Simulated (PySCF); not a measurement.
These are B3LYP-D3(BJ)/def2-TZVP (PySCF) values and carry that method's errors. Isolated molecules, 0 K electronic values unless said otherwise. One relaxed conformer stands for a flexible species; it need not be the lowest. B3LYP has the VWN-RPA correlation part, as in Gaussian. Delta-SCF ions had no search for a lower state. Excitations are Tamm–Dancoff values on a coarser integration grid. The basis has no diffuse functions, so Rydberg states are missing or too high.

Reference species (SMILES): `N=C=CO` (neutral, multiplicity 1).

```
Item                                       Value
--------------------------------------  --------
T1 excitation (TDA)                      2.82 eV
HOMO                                    -5.99 eV
vertical ionisation energy (Delta-SCF)   8.63 eV
HOMO–LUMO gap                            4.83 eV
```

After one change: the T1 excitation (TDA) goes up by 2.66 eV; the HOMO decreases by 1.78 eV; the vertical ionisation energy (Delta-SCF) increases by 1.87 eV; the HOMO–LUMO gap rises by 3.09 eV.

Problem. What was changed between the two runs? The new species is one of these.
(A) `NC=C=O`
(B) `[H]/N=C1\CO1`
(C) `NC#CO`

Solution. B, `[H]/N=C1\CO1`
